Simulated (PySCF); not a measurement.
C₄H₇F₂OSi (doublet state).
Numbering: `[F:1][CH:2][C@@H:3]1[CH2:4][O:5][SiH2:6][C@H:7]1[F:8]` (hydrogens: H9 on C2; H10 on C3; H11, H12 on C4; H13, H14 on Si6; H15 on C7)

Structure used (GFN2-xTB), in Å, numbered top down from 1:
```
atom  x, y, z in Å
F1     2.5309    0.2121   -0.8414
C2     1.9242    0.6849    0.2697
C3     0.5493    0.2456    0.5262
C4     0.3604   -1.2754    0.3951
O5    -0.9997   -1.5782    0.2016
Si6   -1.9276   -0.3861   -0.4112
C7    -0.4776    0.8848   -0.4540
F8    -0.8069    2.1490   -0.0153
H9     2.3193    1.6341    0.5870
H10    0.2568    0.5700    1.5292
H11    0.9317   -1.6510   -0.4596
H12    0.6959   -1.7903    1.2983
H13   -2.9445    0.0112    0.5496
H14   -2.3845   -0.7233   -1.7521
H15   -0.0321    1.0204   -1.4452
```

The hyperfine couplings belong to this conformer and change with its torsions.

Method used: UKS B3LYP, pcH-1 on C F H O Si, non-relativistic, mean-field spin-orbit, GIAO (PySCF 2.14.0). The structure is a single GFN2-xTB conformer in the gas phase; no vibrational or solvent corrections. The geometry wasn't refined by DFT: couplings that depend on bond lengths, twists or pyramidal angles can differ widely from those at the functional's own minimum. No stability test was run, so a lower SCF solution isn't excluded.

Task: Match the computed a_iso(19F) values +162.2, +8.0 MHz with the sites F1; F8.

Result: 
| site | a_iso (MHz) | ρ(0) (bohr⁻³) | position | distance from C2 (Å) | bound to | spin population there | largest \|T\| (MHz) |
| --- | --- | --- | --- | --- | --- | --- | --- |
| F1 | +162.2 | +0.0384 | 1 bond from C2 | 1.35 | C2 | +0.93 | 477.9 |
| F8 | +8.0 | +0.0019 | 3 bonds from C2 | 3.11 | C7 | +0.06 | 16.9 |

Task: The isotropic 13C couplings are +164.1, +54.4, +24.6, -22.4 MHz. Assign them to C2; C3; C4; C7.

Result: 
| site | a_iso (MHz) | ρ(0) (bohr⁻³) | position | distance from C2 (Å) | spin population | largest \|T\| (MHz) |
| --- | --- | --- | --- | --- | --- | --- |
| C2 | +164.1 | +0.1459 | largest spin population | 0.00 | +0.93 | 163.9 |
| C3 | -22.4 | -0.0200 | 1 bond from C2 | 1.47 | -0.06 | 4.1 |
| C4 | +24.6 | +0.0219 | 2 bonds from C2 | 2.51 | +0.02 | 5.0 |
| C7 | +54.4 | +0.0484 | 2 bonds from C2 | 2.52 | +0.06 | 16.6 |

ρ(0) is the spin density at the nucleus and T the dipolar tensor; a_iso includes a spin–orbit part. The largest Mulliken spin populations are on C2 (+0.93), F1 (+0.07) and C7 (+0.06). C2 is the only atom above +0.15. The angles at C2 add up to 354.0°, so it is slightly pyramidal.
